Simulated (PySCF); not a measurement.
**UHF on Sc⁻ (scandium, charge -1)**

Configuration: [Ar] 3d2 4s2, high-spin 3F determinant. Calculation: PySCF 2.14, in aug-cc-pwCVTZ-DK (10s9p7d4f3g, 127 functions); the spin-free X2C one-electron Hamiltonian (Gaussian nucleus).

* Total energy: -763.238895 hartree
* One-electron energy: -1050.4828 hartree
* Hartree (Coulomb) energy: 325.7870 hartree
* Exchange energy: -38.5431 hartree
* ⟨S²⟩: 2.3388
* ⟨L²⟩: 12.040
* Sum of ⟨r⟩: 28.74 bohr
* Sum of ⟨r²⟩: 127.1 bohr²
* Langevin diamagnetic susceptibility: -101 ×10⁻⁶ cm³/mol

```csv
shell,electrons,mean orbital energy (hartree),"rms radius, mean of both spins (bohr)"
1s β,1,-166.54497,0.0844
1s α,1,-166.54408,0.0844
2s α,1,-18.97339,0.370
2s β,1,-18.95537,0.370
2p α,3,-15.39984,0.340
2p β,3,-15.38347,0.340
3s α,1,-2.34697,1.16
3s β,1,-2.25968,1.16
3p α,3,-1.35716,1.29
3p β,3,-1.24763,1.29
3d α,2,-0.07638,2.49
4s α,1,-0.05796,7.10
4s β,1,0.00446,7.10
```

⟨S²⟩ = 2.34 against 2.00 shows spin contamination. The configuration of this anion was assumed by filling the next shell in order. It is not the known or likely ground configuration (Ca⁻, Sr⁻ and Ba⁻, for instance, bind a p electron), so these values are not the electron affinity of the element. At UHF the highest occupied level has a positive energy, so only the finite basis holds that electron.

Densities and radii are taken from the X2C orbitals without a picture-change correction, which distorts them close to the nucleus.

Spin-orbit constants ζ (cm⁻¹) from the X2C one-electron operator on these orbitals: bare nucleus, nucleus screened by l(l+1)(2l+1)/3 electrons, and screened by the Breit-Pauli mean field of the electrons.

| shell | bare | screened nucleus | mean field |
| --- | --- | --- | --- |
| 2p | 26900 | 24340 | n/a |
| 3p | 2684 | 2428 | n/a |
| 3d | 127.0 | 66.51 | n/a |

To first order the Landé constant is A = 33.25 cm⁻¹, so the lowest level has J = 2 and lies 0.0165 eV below the centre of the term. This holds in LS coupling only.
